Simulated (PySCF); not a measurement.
## Working with the constants of ZrN

PBE0 constants of ZrN, ²Σ⁺ (doublet), unpaired electrons σ ↑ (basis Zr cc-pVDZ-PP with ECP28, N cc-pVDZ; scalar-relativistic core potentials; PySCF 2.14; masses 89.9047 and 14.0031 u):

```
ωe   : 1070.1 cm⁻¹
ωexe : 3.25 cm⁻¹
Be   : 0.48633 cm⁻¹
αe   : 0.00208 cm⁻¹
```

Task: What force constant and bond length do these constants imply?

Result: Reduced mass μred = 12.116 u; k = 5.8918×10⁻⁷·μred·ωe² (u, cm⁻¹, mdyn/Å) = 8.17 mdyn/Å; Re = √(16.8576/(μred·Be)) (u, cm⁻¹, Å) = 1.691 Å.

Task: Estimate the centrifugal constant D from the Kratzer relation and find the Dunham coefficient a1.

Result: D = 4Be³/ωe² = 4.02e-07 cm⁻¹; a1 = −1 − αeωe/(6Be²) = -2.57.

De is left out where the level can put another filling of the metal’s s and d shells below the measured ground configuration, by anything from nothing to about 1 eV. These are scalar-relativistic numbers at best; spin–orbit coupling would shift them, the dissociation energy most. The state is the lowest single determinant that the PBE0 search found; with open d or f shells the true ground state can be another one.
